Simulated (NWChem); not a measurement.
BCl2F; SMILES FB(Cl)Cl

```xyz
4

B      0.0000     0.0000    -0.3569
F      0.0000     0.0000    -1.6675
Cl     1.5210     0.0000     0.4939
Cl    -1.5210     0.0000     0.4939
```
Atoms are numbered in this order, from 1.

Program: NWChem. Pople sets run with spherical d functions. Coordinates come from a PBE0/def2-SVP optimisation. Ions are spin-unrestricted doublets at the neutral geometry; other ion states weren't tried.

```tsv
level	vertical ionisation energy, ΔSCF (eV)	−ε(HOMO) (eV)	ΔSCF minus −ε(HOMO) (eV)
B3LYP/6-31G*	11.76	9.03	2.73
PBE/6-31G*	11.38	7.84	3.54
Hartree-Fock/6-31G*	11.93	12.86	-0.93
BHandHLYP/6-31G*	12.12	10.69	1.43
PBE0/6-31G*	11.88	9.38	2.50
```
